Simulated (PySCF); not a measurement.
Compound: C2H2F2Se.
SMILES with atom numbers: `[F:1][CH:2]([F:3])[CH:4]=[Se:5]` (hydrogens: H6 on C2; H7 on C4)

Theory: PySCF, PBE0-D3(BJ)/def2-SVP geometry optimisation, gas phase.

Question: Give the optimised bond lengths and angles.

Answer: 
```json
{"bond": "F1–C2, C2–F3", "length (Å)": "1.351", "order": "single"}
{"bond": "C2–C4", "length (Å)": "1.501", "order": "single"}
{"bond": "C4=Se5", "length (Å)": "1.742", "order": "double"}
{"bond": "C2–H6", "length (Å)": "1.103", "order": "single"}
{"bond": "C4–H7", "length (Å)": "1.100", "order": "single"}
```

Bonds in one row agree within 0.01 Å and their mean is given. Orders are formal, as drawn. A selection of angles:
```json
{"angle": "F1–C2–F3", "degrees": "107.6"}
{"angle": "F1–C2–C4", "degrees": "108.9"}
{"angle": "F1–C2–H6", "degrees": "109.3"}
{"angle": "C4–C2–H6", "degrees": "112.6"}
{"angle": "C2–C4–Se5", "degrees": "124.2"}
{"angle": "C2–C4–H7", "degrees": "113.6"}
{"angle": "Se5–C4–H7", "degrees": "122.2"}
```

Torsions: F1–C2–C4–Se5 121° (anticlinal).

Point group: Cs (tolerance 0.08 Å). Whether it is a minimum is left open (no frequencies). The numbers are those of one conformer.
